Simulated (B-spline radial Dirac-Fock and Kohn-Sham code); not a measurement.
**X-ray form factors of lead in several charge states**

Method: relativistic Hartree-Fock (Dirac-Fock) wave functions, averaged over the configuration. Computed with a radial atomic solver.

Configurations: Pb¹⁴⁺ [Xe] 4f14; Pb¹⁶⁺ [Kr] 4d10 4f14 5s2 5p4; Pb¹⁹⁺ [Kr] 4d10 4f14 5s2 5p1; Pb²³⁺ [Kr] 4d10 4f13. The first column is f₀ of Pb¹⁴⁺, the others are differences from it.

| s (Å⁻¹) | Pb¹⁴⁺ | Δ Pb¹⁶⁺ | Δ Pb¹⁹⁺ | Δ Pb²³⁺ |
| --- | --- | --- | --- | --- |
| 0 | 68.000 | -2.000 | -5.000 | -9.000 |
| 0.1 | 66.961 | -1.852 | -4.651 | -8.457 |
| 0.2 | 64.042 | -1.460 | -3.715 | -6.988 |
| 0.3 | 59.756 | -0.947 | -2.476 | -4.997 |
| 0.4 | 54.752 | -0.457 | -1.263 | -2.967 |
| 0.5 | 49.613 | -0.089 | -0.320 | -1.286 |
| 0.7 | 40.346 | +0.191 | +0.470 | +0.442 |
| 0.9 | 33.070 | +0.108 | +0.304 | +0.506 |
| 1.1 | 27.483 | -0.013 | -0.015 | +0.079 |
| 1.4 | 21.479 | -0.055 | -0.151 | -0.215 |
